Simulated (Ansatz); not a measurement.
A structure relaxed at PBE-D4/def2-TZVPD in Ansatz, charge -1, doublet:

Cartesian coordinates in Å:
```
Os -1.169 0.068 -0.629
Os 0.978 -0.670 -0.598
Os 0.191 0.602 1.227
```

(1) Give its formula and point group.

(2) Summarise the bond lengths by kind (pairs closer than 1.2 times the sum of covalent radii, bridged metal pairs left out).

Results:

(1) Os3⁻. Point group C2v (tolerance 0.1 Å).

(2) 3 × Os–Os 2.27 to 2.36 Å.

In the def2 sets Os takes a core potential; there is no spin–orbit coupling. The charge -1 doublet is spin-contaminated (final ⟨S²⟩ up to 2.12, 0.75 for a pure state). The highest occupied level of the charge -1 doublet lies above zero (up to 0.29 eV). Its loss leaves the charge 0 triplet, which lies 1.72 eV higher (vertical, at PBE-D4/def2-TZVPD), but this difference is unsure: the triplet is doubtful (geometry relaxed on an unsound state). The relaxation made no stability test and no search for a lower SCF solution. At PBE-D4/def2-TZVPD a sextet of charge -1 lies 0.34 eV below the doublet, each at its own geometry. The structure comes from a short search, and lower isomers may exist.
